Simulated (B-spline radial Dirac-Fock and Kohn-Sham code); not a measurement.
# Elastic scattering of 57.3 keV positrons by neutral hydrogen

Level of theory: relativistic (Dirac) partial waves in the static field of the Dirac-Fock atom, without polarisation or absorption potentials; a radial finite-basis atomic code.

Input file task.json (cfg lists n, l and occupation; rrms is the nuclear radius in fm):

```json
{"items": [{
  "Z": 1,
  "q": 0,
  "cfg": [[1, 0, 1]],
  "A": 1,
  "rrms": 0.8783,
  "do": "elastic",
  "energies": [[57300.0, 1]],
  "theta": [5, 10, 15, 20, 25, 30, 35, 40, 45, 50, 55, 60, 65, 70, 75, 80, 85, 90, 95, 100, 105, 110, 115, 120, 125, 130, 135, 140, 145, 150, 155, 160, 165, 170, 175]
}]}
```

Launch: `python xray2_run.py task.json out`

| θ (°) | dσ/dΩ (a₀²/sr) |
| --- | --- |
| 5 | 0.00422 |
| 10 | 0.000270 |
| 15 | 5.36e-05 |
| 20 | 1.71e-05 |
| 25 | 7.04e-06 |
| 30 | 3.43e-06 |
| 35 | 1.87e-06 |
| 40 | 1.11e-06 |
| 45 | 7.06e-07 |
| 50 | 4.72e-07 |
| 55 | 3.29e-07 |
| 60 | 2.37e-07 |
| 65 | 1.77e-07 |
| 70 | 1.35e-07 |
| 75 | 1.05e-07 |
| 80 | 8.41e-08 |
| 85 | 6.83e-08 |
| 90 | 5.64e-08 |
| 95 | 4.73e-08 |
| 100 | 4.02e-08 |
| 105 | 3.46e-08 |
| 110 | 3.02e-08 |
| 115 | 2.66e-08 |
| 120 | 2.38e-08 |
| 125 | 2.14e-08 |
| 130 | 1.95e-08 |
| 135 | 1.79e-08 |
| 140 | 1.67e-08 |
| 145 | 1.56e-08 |
| 150 | 1.47e-08 |
| 155 | 1.41e-08 |
| 160 | 1.35e-08 |
| 165 | 1.31e-08 |
| 170 | 1.28e-08 |
| 175 | 1.27e-08 |

The total elastic cross section is 0.00204 a₀², the first transport cross section 3.29e-06 a₀² and the second, weighted with (3/2) sin²θ, 8.79e-06 a₀². The mean deflection is ⟨1 − cos θ⟩ = 0.00161, and 0.0084 % of the collisions scatter beyond 90°.

Values without a named source are computed, but for edge energies of neutral atoms, which are taken from tables.
